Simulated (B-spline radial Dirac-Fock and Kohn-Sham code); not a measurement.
## I⁻: non-radiative channels of the 3p3/2 vacancy

System: iodine as I⁻ in the configuration [Kr] 4d10 5s2 5p6, inside a Watson sphere of charge +1 and radius 1.87 Å (a model of the Madelung potential; inside it an electron's potential energy is lowered by 7.7 eV).

Input of the calculation (task.json; shells as n, l, electrons):

```json
{"items": [{
  "Z": 53,
  "q": -1,
  "cfg": [[1, 0, 2], [2, 0, 2], [2, 1, 6], [3, 0, 2], [3, 1, 6], [3, 2, 10], [4, 0, 2], [4, 1, 6], [4, 2, 10], [5, 0, 2], [5, 1, 6]],
  "A": 127,
  "rrms": 4.75,
  "watson": [1, 1.87],
  "do": ["binding", "quiet", "decay"],
  "holes": ["K", "L1", "L2", "L3", "M1", "M2", "M3", "M4", "M5", "N1", "N2", "N3", "N4", "N5"]
}]}
```

Run with: `python xray_run.py task.json out`

Calculated with an atomic code on a B-spline grid, using a relativistic independent-particle model: LDA orbitals of the hole state, radiative multipoles to third order, Auger rates from the Coulomb interaction with a continuum orbital, Dirac-Fock energies. Kinetic energies are configuration averages from the vacuum level; the two-hole energies are estimated from single-hole states.

```
transition  kinetic energy (eV)  width (meV)  share (%)
   M3-M4N1                21.92          184        3.3
   M3-M5N1                33.43          744       13.2
   M3-M4N2                73.97          110        2.0
   M3-M5N2                85.12          745       13.2
   M3-M4N3                85.29          644       11.4
   M3-M5N3                96.96         1460       25.9
   M3-M5N4                182.4          265        4.7
   M3-M5N5                184.7          458        8.1
   M3-M5O3                239.8          121        2.2
   M3-N3N5                673.7          144        2.6
```

Coster-Kronig rates are the weakest part of this model and often come out 1.5 to 2.5 times too large. The listed channels hold 87 % of the non-radiative rate. Summed by principal shells, of 5.63 eV in all: MMN 84.0 %, MNN 8.6 %, MMO 6.4 %, MNO 1.0 %.
